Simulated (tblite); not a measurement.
Compound: C5H5OP.
SMILES with atom numbers: `[CH2:1]=[CH:2][c:3]1[o:4][cH:5][cH:6][p:7]1` (hydrogens: H8, H9 on C1; H10 on C2; H11 on C5; H12 on C6)

Structure optimised with GFN2-xTB, isolated species.

**Question.** What internal coordinates does the optimisation give?

**Answer.** 
```csv
bond,length (Å),order
C1=C2,1.331,double
C2–C3,1.438,single
C3–O4,1.350,aromatic
O4–C5,1.331,aromatic
C5–C6,1.356,aromatic
C6–P7,1.764,aromatic
C3–P7,1.733,aromatic
C1–H8,1.078,single
C1–H9,1.075,single
C2–H10,1.083,single
C5–H11,1.076,single
C6–H12,1.074,single
```

Orders are formal, as drawn. A selection of angles:
```csv
angle,degrees
C2–C1–H8,121.0
C2–C1–H9,121.8
H8–C1–H9,117.3
C1–C2–C3,124.1
C1–C2–H10,121.0
C3–C2–H10,114.9
C2–C3–O4,116.7
C2–C3–P7,128.9
O4–C3–P7,114.5
C3–O4–C5,111.7
O4–C5–C6,115.6
O4–C5–H11,115.7
C6–C5–H11,128.7
C5–C6–P7,110.9
C5–C6–H12,124.2
P7–C6–H12,124.9
C3–P7–C6,87.3
```

Dihedral angles: C1–C2–C3–O4 180° (antiperiplanar).

Of the pairs four or more bonds apart, P7···H8 is among the closest relative to their van der Waals radii: 2.91 Å, 97 % of the sum of Bondi's values. The 5-membered ring C3–O4–C5–C6–P7 has internal angles of 87.3° to 115.6° (sum 540°, against 540° for a flat polygon); it is planar, 0.00 Å rms from its mean plane, widest ring torsion 0°. The 7 heavy atoms lie in one plane (0.000 Å rms). The 3 C–C bonds span 1.331 Å (C1=C2, drawn double) to 1.438 Å (C2–C3, drawn single), a spread of 0.107 Å. P7 (phosphorus bonded to 2 C) is bent (angle 87.3°). The C–P distances run from 1.733 Å (C3–P7, aromatic) to 1.764 Å (C6–P7, aromatic), a spread of 0.031 Å. O4 (furan-type oxygen) is bent (angle 111.7°).

Point group: Cs (every atom within 0.08 Å of its image). Its GFN2-xTB frequencies are all real (lowest 102 cm⁻¹). The numbers are those of one conformer.

On one thread, Arm Neoverse V1 (aarch64), shared host with 32 logical CPUs at a one-minute load of 7.2, this took 0.15 s of wall time. These figures are those of the optimisation.

All values are computed, not measured.
